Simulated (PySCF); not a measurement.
C9H6N4, SMILES C1=CC2=NC=CC3=NC=CC(=N1)N23.

Geometry optimised at r2SCAN-D4/def2-SVP.

Two levels are set side by side: TDA-PBE/def2-SVP (PySCF) and TDA-ωB97X/def2-SVP (PySCF). Vertical, same geometry. The lowest singlet is HOMO→LUMO 99 % with PBE and HOMO→LUMO 97 % with the other functional; states are paired by order. Differences are taken from unrounded values.

```tsv
quantity	TDA-PBE
lowest singlet excitation (eV)	2.00
lowest triplet excitation (TDA) (eV)	1.75
first bright state (f over 0.05) (eV)	3.80
its oscillator strength	0.10
```

Task: These are the TDA-PBE values. What does TDA-ωB97X give? (Estimate from the structure and the level; the computed values follow.)

Result: 
```csv
quantity,TDA-ωB97X,TDA-PBE minus TDA-ωB97X
lowest singlet excitation (eV),2.45,-0.45
lowest triplet excitation (TDA) (eV),2.08,-0.33
first bright state (f over 0.05) (eV),4.71,-0.90
its oscillator strength,0.40,-0.30
```

Functionals without exact exchange tend to place singlet excitations lower, as here. Differences between two approximate levels are no errors against the true value.

Rough cost on one machine, each run with all the roots and properties that it gave: TDA-ωB97X against TDA-PBE about 3 times.
